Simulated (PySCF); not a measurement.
# Broadened absorption spectrum of C2H6Cl4Si2

Compound: C2H6Cl4Si2.
Cartesian coordinates in Å at the GFN2-xTB level; atoms count from 1:
```
atom  x, y, z in Å
C1     2.5615   -0.1989    0.4048
Si2    0.9860    0.1432   -0.6109
Cl3    0.9932   -1.0969   -2.2218
Cl4    1.0985    2.0456   -1.3180
Si5   -0.9854   -0.1425    0.6069
C6    -2.5622    0.1978   -0.4074
Cl7   -0.9932    1.1000    2.2155
Cl8   -1.0940   -2.0447    1.3155
H9     2.6256    0.4658    1.2622
H10    3.4612   -0.0561   -0.1903
H11    2.5721   -1.2195    0.7777
H12   -2.6269   -0.4654   -1.2657
H13   -2.5766    1.2187   -0.7794
H14   -3.4606    0.0524    0.1890
```

Level of theory: TDDFT PBE0/def2-SVPD, vertical, gas phase, core orbitals frozen in the response in PySCF.

Each state is given a Gaussian of 0.25 eV full width at half maximum, with ε(max) = 2.175×10⁸ f / Δν̃ (Δν̃ the width in cm⁻¹). The width is an assumption, not a result. The curve ends short of the highest state used, and states not computed would add to its high-energy end.

(E (eV), ε (L mol⁻¹ cm⁻¹)): (5.76, 8), (5.80, 28), (5.83, 66), (5.87, 189), (5.91, 476), (5.95, 1051), (5.99, 2042), (6.03, 3496), (6.07, 5279), (6.10, 6621), (6.14, 8020), (6.18, 8558), (6.22, 8036), (6.26, 6631), (6.30, 4800), (6.34, 3044), (6.38, 1688), (6.41, 993), (6.45, 434), (6.49, 166), (6.53, 55), (6.57, 16), (6.61, 4), (6.65, 1), (6.69, 0), (6.72, 0), (6.76, 0), (6.80, 0), (6.84, 0), (6.88, 1)

Q: Where are the band maxima, and which computed states make them?

A: 201 nm (6.18 eV), ε about 8600, made up of S1 (32%) and S2 (68%) (ε in L mol⁻¹ cm⁻¹; maxima over ε = 5, shares over 10%). At its high-energy end, 6.88 eV, the curve is still rising (ε about 0.6, from S4 and S6). The states used: S1 6.13 eV (f 0.028); S2 6.20 eV (f 0.055); S3 7.29 eV (f 0.0000); S4 7.31 eV (f 0.012); S5 7.31 eV (f 0.0009); S6 7.35 eV (f 0.035); S7 7.41 eV (f 0.0000); S8 7.48 eV (f 0.0000).

Q: Coming from long wavelengths, where does ε first pass 100 L mol⁻¹ cm⁻¹?

A: At about 212 nm (5.85 eV), 0.29 eV below S1.

Q: What would ε be at 6.18 eV, the highest of these maxima, with half the width (0.125 eV)?

A: About 14800 L mol⁻¹ cm⁻¹ against 8560, a factor of about 1.7; a lone state at its own centre would give exactly 2.

Q: On this curve, what absorbance would a 10⁻⁴ mol/L sample give at 193 nm over a 1 cm path?

A: 193 nm is 6.424 eV, where ε is about 750 L mol⁻¹ cm⁻¹, so A = ε c l ≈ 0.075 (Beer–Lambert, with the gas-phase spectrum and the assumed width).

One conformer stands for the species.
